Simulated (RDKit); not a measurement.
Input for RDKit: UFF on CH7NO (a complex), monomers drawn apart or pushed together.

```python
from rdkit import Chem
from rdkit.Chem import AllChem, rdDetermineBonds

blocks = [
'''3

O     0.03629895    0.48707082    0.46075964
H    -0.30128015    0.52749047    1.38019827
H    -0.52079858   -0.15249446    0.00807339
''',
'''7

C     0.32310421   -0.46418298    4.58397267
N    -0.61172221    0.52297165    4.03244022
H     1.30678067   -0.30433399    4.14307452
H    -0.00372926   -1.46385561    4.29666235
H     0.41995791   -0.43371066    5.67509281
H    -0.33182186    1.46430254    4.28281180
H    -1.54617872    0.38431965    4.39819355
''',
]
mol = None
for b in blocks:
    f = Chem.MolFromXYZBlock(b)
    rdDetermineBonds.DetermineBonds(f, charge=0)
    mol = f if mol is None else Chem.CombineMols(mol, f)
Chem.SanitizeMol(mol)
print(Chem.MolToSmiles(Chem.RemoveHs(mol)))
ff = AllChem.UFFGetMoleculeForceField(mol, vdwThresh=100.0, ignoreInterfragInteractions=False)
e = ff.CalcEnergy()
print(f'UFF energy {e:.6f} kcal/mol')
```

The log:

```
CN.O
UFF energy 3.510443 kcal/mol
```

The run finished.

Cost: around 0.020 core-seconds (rough).
